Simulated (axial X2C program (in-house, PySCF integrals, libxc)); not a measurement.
Low determinants of ReTe at the PBE0 level, without spin–orbit coupling

Computed with an axial X2C code built on PySCF integrals. Spin-free means the one-electron spin-free X2C Hamiltonian. Basis: Re dyall-cv3z [13s14p9d7f4g], Te dyall-cv3z [11s12p8d4f1g] (cores contracted in-house); Gaussian nuclei, density fitting, unrestricted open shells. Masses: Re 186.956 u, Te 129.906 u.

Search at 2.470 Å (vertical energies from the lowest determinant):

```json
{"ΔE (eV)": "0.00", "state": "M_S = 5/2, Λ = 0", "electrons beyond evenly filled partner blocks": "σα, π+α, π-α, δ+α, δ-α", "electrons in σ, π, δ, φ": "47 54 22 4"}
{"ΔE (eV)": "0.69", "state": "M_S = 3/2, Λ = 1", "electrons beyond evenly filled partner blocks": "π+α, δ+α, δ-α", "electrons in σ, π, δ, φ": "48 53 22 4"}
{"ΔE (eV)": "1.03", "state": "M_S = 5/2, Λ = 1", "electrons beyond evenly filled partner blocks": "2 × σα, π+α, δ+α, δ-α", "electrons in σ, π, δ, φ": "48 53 22 4"}
{"ΔE (eV)": "1.25", "state": "M_S = 3/2, Λ = 0", "electrons beyond evenly filled partner blocks": "σα, π+β, π-α, δ+α, δ-α", "electrons in σ, π, δ, φ": "47 54 22 4"}
{"ΔE (eV)": "1.25", "state": "M_S = 3/2, Λ = 2", "electrons beyond evenly filled partner blocks": "σα, π+α, π+β, δ+α, δ-α", "electrons in σ, π, δ, φ": "47 54 22 4"}
{"ΔE (eV)": "1.48", "state": "M_S = 1/2, Λ = 0", "electrons beyond evenly filled partner blocks": "σα, π+β, π-β, δ+α, δ-α", "electrons in σ, π, δ, φ": "47 54 22 4"}
{"ΔE (eV)": "1.54", "state": "M_S = 3/2, Λ = 1", "electrons beyond evenly filled partner blocks": "σα, π-α, δ+α, δ+β, δ-α", "electrons in σ, π, δ, φ": "47 53 23 4"}
```

Lowest determinant, M_S = 5/2, Λ = 0 (beyond evenly filled blocks: σα, π+α, π-α, δ+α, δ-α): Re = 2.455 Å, ωe = 252.1 cm⁻¹.

The determinant in row 2 of the search, M_S = 3/2, Λ = 1 (beyond evenly filled blocks: π+α, δ+α, δ-α), was followed along the bond at PBE0; measured from the minimum of the lowest determinant it gives:

Te = 0.677 eV (5462 cm⁻¹), Re = 2.421 Å, ωe = 236.3 cm⁻¹.

The determinant in row 3 of the search, M_S = 5/2, Λ = 1 (beyond evenly filled blocks: 2 × σα, π+α, δ+α, δ-α), was followed along the bond at PBE0; measured from the minimum of the lowest determinant it gives:

Te = 0.940 eV (7585 cm⁻¹), Re = 2.607 Å, ωe = 167.2 cm⁻¹.

Question: Compare the bond of the determinant in row 2 with that of the lowest one.

Answer: At PBE0 its Re is 0.034 Å shorter and its force constant, which goes as ωe², is 0.88 times that of the lowest determinant. This determinant mixes spin states, so it has no term energy of its own.

The search compares states at one distance, so a state with another bond length can lie lower; it is not exhaustive and yields mostly the lowest determinant of each block pattern, so other components and higher states of one pattern are missing. These are energies of single determinants, not of spin-adapted states; PBE0 term energies can be off by some tenths of an eV, and the functional has no current term. The lowest determinant need not be the ground state where others lie within half an eV. Spin–orbit coupling is large for these atoms, so the spin-free order is a model. Row 1 is spin-contaminated (⟨S²⟩ = 8.81 against 8.75), so its values are not those of a pure state. Row 2 is spin-contaminated (⟨S²⟩ = 4.13 against 3.75), so its values are not those of a pure state. Row 3 is spin-contaminated (⟨S²⟩ = 9.37 against 8.75), so its values are not those of a pure state.
